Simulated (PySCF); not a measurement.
# A thermochemical cycle for MoH

CCSD(T) in PySCF with def2-TZVPPD on every atom (core potentials on Mo), for the lowest determinant that a PBE0 search found; no spin–orbit coupling. MoH, a sextet (σ ↑, π ↑↑, δ ↑↑), has De = 2.43 eV to neutral atoms, and MoH⁺, a quintet (π ↑↑, δ ↑↑), has De = 1.88 eV to Mo⁺ (4d5) + H.

The adiabatic ionisation energy of MoH, between the minima, is 7.62 eV.

Task: Which ionisation energy of the Mo atom does this level give?

Result: IE(Mo) = IE(molecule) + De(ion) − De(neutral) = 7.62 + 1.88 − 2.43 = 7.07 eV; the measured value is 7.092 eV (NIST ASD).

Correlated steps freeze no core orbitals. Spin–orbit coupling is left out, which matters for elements this heavy, above all for dissociation energies. For an ion De counts to the pair picked by the measured ionisation energies or electron affinities, which need not be the lowest pair at this level. With d or f electrons several states lie close, and the lowest PBE0 determinant need not be the measured ground state.
